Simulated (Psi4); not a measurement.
Psi4 input (wB97X-D/6-31G*):

```
memory 1500 MB

molecule {
0 2
C    -1.60525200    1.39753100   -0.26494600
Si   -0.16168600    0.21986500   -0.55624600
P    -0.56789100   -1.93893300    0.02901100
P     1.68750000    1.05222700    0.46095600
H    -1.35446700    2.40829400   -0.59153600
H    -2.49167300    1.06538300   -0.80689400
H    -1.85277400    1.43215100    0.80024300
H    -1.16737700   -1.60178600    1.27591400
H    -1.81521600   -2.00404600   -0.64816100
H     2.46989200   -0.10654700    0.22568200
H     1.31258000    0.64385100    1.77236800
symmetry c1
no_reorient
no_com
}

set {
  basis 6-31G*
  reference uks
  scf_type pk
  dft_radial_points 99
  dft_spherical_points 590
  e_convergence 1e-8
  d_convergence 1e-7
  maxiter 150
}

e = energy('wb97x-d')
print_out(f'\nFINAL {e:.10f} DIPOLE {variable("CURRENT DIPOLE")[0]:.6f} {variable("CURRENT DIPOLE")[1]:.6f} {variable("CURRENT DIPOLE")[2]:.6f}\n')
```

Output:

```
   => Loading Basis Set <=

    Name: 6-31G*
    Role: ORBITAL
    Keyword: BASIS
    atoms 1    entry C          line   111 file 6-31gs.gbs
    atoms 2    entry SI         line   268 file 6-31gs.gbs
    atoms 3-4  entry P          line   292 file 6-31gs.gbs
    atoms 5-11 entry H          line    44 file 6-31gs.gbs

   => WB97X-D: Empirical Dispersion <=

    Chai and Head-Gordon Dispersion Correction
    Chai, J.-D.; Head-Gordon, M. (2010), J. Chem. Phys., 132: 6615-6620

        s6 =       1.000000

         ---------------------------------------------------------
                                   SCF
               by Justin Turney, Rob Parrish, Andy Simmonett
                          and Daniel G. A. Smith
                              UKS Reference
         ---------------------------------------------------------

  ==> Geometry <==

    Molecular point group: c1
    Full point group: C1

    Geometry (in Angstrom), charge = 0, multiplicity = 2:

       Center              X                  Y                   Z               Mass
    ------------   -----------------  -----------------  -----------------  -----------------
         C           -1.605252000000     1.397531000000    -0.264946000000    12.000000000000
         SI          -0.161686000000     0.219865000000    -0.556246000000    27.976926534650
         P           -0.567891000000    -1.938933000000     0.029011000000    30.973761998420
         P            1.687500000000     1.052227000000     0.460956000000    30.973761998420
         H           -1.354467000000     2.408294000000    -0.591536000000     1.007825032230
         H           -2.491673000000     1.065383000000    -0.806894000000     1.007825032230
         H           -1.852774000000     1.432151000000     0.800243000000     1.007825032230
         H           -1.167377000000    -1.601786000000     1.275914000000     1.007825032230
         H           -1.815216000000    -2.004046000000    -0.648161000000     1.007825032230
         H            2.469892000000    -0.106547000000     0.225682000000     1.007825032230
         H            1.312580000000     0.643851000000     1.772368000000     1.007825032230

  Running in c1 symmetry.

  Rotational constants: A =      0.12833  B =      0.06719  C =      0.04747 [cm^-1]
  Rotational constants: A =   3847.16406  B =   2014.21310  C =   1423.26284 [MHz]
  Nuclear repulsion =  258.759262200765875

  Charge       = 0
  Multiplicity = 2
  Electrons    = 57
  Nalpha       = 29
  Nbeta        = 28

  ==> Algorithm <==

  SCF Algorithm Type is PK.
  DIIS enabled.
  MOM disabled.
  Fractional occupation disabled.
  Guess Type is SAD.
  Energy threshold   = 1.00e-08
  Density threshold  = 1.00e-07
  Integral threshold = 1.00e-12

  ==> Primary Basis <==

  Basis Set: 6-31G*
    Blend: 6-31G*
    Number of shells: 44
    Number of basis functions: 86
    Number of Cartesian functions: 86
    Spherical Harmonics?: false
    Max angular momentum: 2

  ==> DFT Potential <==

   => LibXC <=

    Version 7.1.2
    S. Lehtola, C. Steigemann, M. J. T. Oliveira, and M. A. L. Marques,  SoftwareX 7, 1–5 (2018) (10.1016/j.softx.2017.11.002)

   => Composite Functional: WB97X-D <=

    wB97X-D Hyb-GGA Exchange-Correlation Functional

    J.-D. Chai and M. Head-Gordon,  Phys. Chem. Chem. Phys. 10, 6615–6620 (2008) (10.1039/B810189B)

    Deriv               =              1
    GGA                 =           TRUE
    Meta                =          FALSE

    Exchange Hybrid     =           TRUE
    MP2 Hybrid          =          FALSE

   => Exchange-Correlation Functionals <=

    1.0000   wB97X-D range-separated functional

   => Exact (HF) Exchange <=

    0.7780            HF,LR [omega = 0.2000]
    0.2220               HF

   => LibXC Density Thresholds  <==

    XC_HYB_GGA_XC_WB97X_D:  1.00E-14

   => Molecular Quadrature <=

    Radial Scheme          =       TREUTLER
    Pruning Scheme         =           NONE
    Nuclear Scheme         =       TREUTLER

    Blocking Scheme        =         OCTREE
    BS radius alpha        =              1
    Pruning alpha          =              1
    Radial Points          =             99
    Spherical Points       =            590
    Total Points           =         605534
    Total Blocks           =           4235
    Max Points             =            256
    Max Functions          =             84
    Weights Tolerance      =       1.00E-15

  ==> Integral Setup <==

  Using in-core PK algorithm.
   Calculation information:
      Number of atoms:                  11
      Number of AO shells:              44
      Number of primitives:            124
      Number of atomic orbitals:        86
      Number of basis functions:        86

      Integral cutoff                 1.00e-12
      Number of threads:                 1

  Performing in-core PK
  Using 20998233 doubles for integral storage.
  We computed 424346 shell quartets total.
  Whereas there are 490545 unique shell quartets.

  Computing range-separated integrals for PK
  We computed 424346 wK shell quartets total.
  Whereas there are 490545 wK unique shell quartets.

  ==> DiskJK: Disk-Based J/K Matrices <==

    J tasked:                  Yes
    K tasked:                  Yes
    wK tasked:                 Yes
    Omega:               2.000E-01
    Schwarz Cutoff:          1E-12


  Cached 50.0% of DFT collocation blocks in 0.569 [GiB].

  Minimum eigenvalue in the overlap matrix is 5.8146651558E-03.
  Reciprocal condition number of the overlap matrix is 9.2413592589E-04.
    Using symmetric orthogonalization.

  ==> Pre-Iterations <==

  SCF Guess: Superposition of Atomic Densities via on-the-fly atomic UHF (no occupation information).

   -------------------------
    Irrep   Nso     Nmo
   -------------------------
     A         86      86
   -------------------------
    Total      86      86
   -------------------------

  ==> Iterations <==

                        Total Energy        Delta E     RMS |[F,P]|

   @UKS iter SAD: -1013.69618841037845   -1.01370e+03   0.00000e+00
   @UKS iter   1: -1014.26522614214866   -5.69038e-01   5.65157e-03 DIIS/ADIIS
   @UKS iter   2: -1014.34389863988997   -7.86725e-02   4.02755e-03 DIIS/ADIIS
   @UKS iter   3: -1014.40561154234376   -6.17129e-02   4.51839e-04 DIIS/ADIIS
   @UKS iter   4: -1014.40670782796542   -1.09629e-03   1.41235e-04 DIIS/ADIIS
   @UKS iter   5: -1014.40688051385428   -1.72686e-04   2.41685e-05 DIIS
   @UKS iter   6: -1014.40689072278042   -1.02089e-05   8.12784e-06 DIIS
   @UKS iter   7: -1014.40689226949814   -1.54672e-06   3.47362e-06 DIIS
   @UKS iter   8: -1014.40689254702488   -2.77527e-07   1.37391e-06 DIIS
   @UKS iter   9: -1014.40689259205635   -4.50315e-08   4.83462e-07 DIIS
   @UKS iter  10: -1014.40689259840269   -6.34634e-09   1.67468e-07 DIIS
   @UKS iter  11: -1014.40689259908117   -6.78483e-10   6.14327e-08 DIIS
  Energy and wave function converged.

  ==> Post-Iterations <==

   Electrons on quadrature grid:
      Nalpha   =   29.0000034504 ; deviation = 3.450e-06
      Nbeta    =   28.0000033665 ; deviation = 3.366e-06
      Ntotal   =   57.0000068169 ; deviation = 6.817e-06

   @Spin Contamination Metric:   2.221425663E-03
   @S^2 Expected:                7.500000000E-01
   @S^2 Observed:                7.522214257E-01
   @S   Expected:                5.000000000E-01
   @S   Observed:                5.000000000E-01

    Orbital Energies [Eh]
    ---------------------

    Alpha Occupied:

       1A    -77.230778     2A    -77.229077     3A    -66.298835
       4A    -10.296042     5A     -6.667857     6A     -6.666291
       7A     -5.412222     8A     -4.815410     9A     -4.814577
      10A     -4.813865    11A     -4.812921    12A     -4.811139
      13A     -4.809602    14A     -3.760083    15A     -3.755938
      16A     -3.754661    17A     -0.813260    18A     -0.750703
      19A     -0.730127    20A     -0.560604    21A     -0.508251
      22A     -0.504210    23A     -0.477930    24A     -0.474847
      25A     -0.429754    26A     -0.404980    27A     -0.346159
      28A     -0.330688    29A     -0.278079

    Alpha Virtual:

      30A      0.074008    31A      0.086723    32A      0.101324
      33A      0.111032    34A      0.126410    35A      0.135565
      36A      0.155208    37A      0.221984    38A      0.228501
      39A      0.240421    40A      0.313809    41A      0.321807
      42A      0.358011    43A      0.372402    44A      0.378897
      45A      0.397406    46A      0.414127    47A      0.422679
      48A      0.428288    49A      0.452739    50A      0.544048
      51A      0.558973    52A      0.579356    53A      0.652134
      54A      0.678655    55A      0.691871    56A      0.702006
      57A      0.750400    58A      0.763038    59A      0.772950
      60A      0.779160    61A      0.787756    62A      0.816402
      63A      0.822098    64A      0.845921    65A      0.896089
      66A      0.903083    67A      0.929866    68A      0.986454
      69A      1.001923    70A      1.011523    71A      1.027255
      72A      1.084278    73A      1.176528    74A      1.226477
      75A      1.245703    76A      1.259594    77A      1.324535
      78A      1.803284    79A      1.804554    80A      2.244711
      81A      2.340539    82A      2.346439    83A      3.028554
      84A      3.511112    85A      3.517351    86A      4.263917

    Beta Occupied:

       1A    -77.230582     2A    -77.228966     3A    -66.295755
       4A    -10.295691     5A     -6.667617     6A     -6.666142
       7A     -5.408925     8A     -4.815289     9A     -4.814038
      10A     -4.813810    11A     -4.812586    12A     -4.810957
      13A     -4.809561    14A     -3.753808    15A     -3.752852
      16A     -3.750745    17A     -0.808974    18A     -0.746288
      19A     -0.727654    20A     -0.538288    21A     -0.503800
      22A     -0.500889    23A     -0.473740    24A     -0.471803
      25A     -0.423704    26A     -0.400017    27A     -0.344203
      28A     -0.328106

    Beta Virtual:

      29A     -0.039985    30A      0.081045    31A      0.095888
      32A      0.106012    33A      0.116764    34A      0.131671
      35A      0.137686    36A      0.158134    37A      0.224748
      38A      0.229846    39A      0.244401    40A      0.320979
      41A      0.329879    42A      0.363878    43A      0.372486
      44A      0.379709    45A      0.398453    46A      0.416940
      47A      0.429897    48A      0.434570    49A      0.458067
      50A      0.553681    51A      0.574650    52A      0.585972
      53A      0.660718    54A      0.682281    55A      0.703892
      56A      0.712098    57A      0.751460    58A      0.765054
      59A      0.775655    60A      0.781062    61A      0.789980
      62A      0.822580    63A      0.826219    64A      0.848354
      65A      0.908565    66A      0.917033    67A      0.940071
      68A      0.991480    69A      1.003744    70A      1.016750
      71A      1.032238    72A      1.087538    73A      1.182226
      74A      1.231451    75A      1.247807    76A      1.261836
      77A      1.325451    78A      1.806210    79A      1.806860
      80A      2.247169    81A      2.342574    82A      2.347153
      83A      3.044493    84A      3.512240    85A      3.518093
      86A      4.265464

    Final Occupation by Irrep:
              A
    DOCC [    28 ]
    SOCC [     1 ]
    NA   [    29 ]
    NB   [    28 ]

  @UKS Final Energy: -1014.40689259908117

   => Energetics <=

    Nuclear Repulsion Energy =            258.7592622007658747
    One-Electron Energy =               -1916.3409339681670644
    Two-Electron Energy =                 697.4800328137306451
    DFT Exchange-Correlation Energy =     -54.3010650418620529
    Empirical Dispersion Energy =          -0.0041886035486200
    VV10 Nonlocal Energy =                  0.0000000000000000
    Total Energy =                      -1014.4068925990811749

  UHF NO Occupations:
  HONO-2 :   27  A 1.9998365
  HONO-1 :   28  A 1.9993051
  HONO-0 :   29  A 1.0000000
  LUNO+0 :   30  A 0.0006949
  LUNO+1 :   31  A 0.0001635
  LUNO+2 :   32  A 0.0000915
  LUNO+3 :   33  A 0.0000886

Computation Completed

Properties will be evaluated at   0.000000,   0.000000,   0.000000 [a0]

Properties computed using the SCF density matrix

 Multipole Moments:

 ------------------------------------------------------------------------------------
     Multipole            Electronic (a.u.)      Nuclear  (a.u.)        Total (a.u.)
 ------------------------------------------------------------------------------------

 L = 1.  Multiply by 2.5417464519 to convert [e a0] to [Debye]
 Dipole X            :         -0.6775702           -0.0000302           -0.6776005
 Dipole Y            :          0.1537659            0.0000113            0.1537772
 Dipole Z            :          0.1665675            0.0000019            0.1665694
 Magnitude           :                                                    0.7145174

 ------------------------------------------------------------------------------------

FINAL -1014.4068925991 DIPOLE -0.677600 0.153777 0.166569

*** Psi4 exiting successfully. Buy a developer a beer!
```

The geometry given is a B3LYP-D3(BJ)/def2-TZVP minimum.
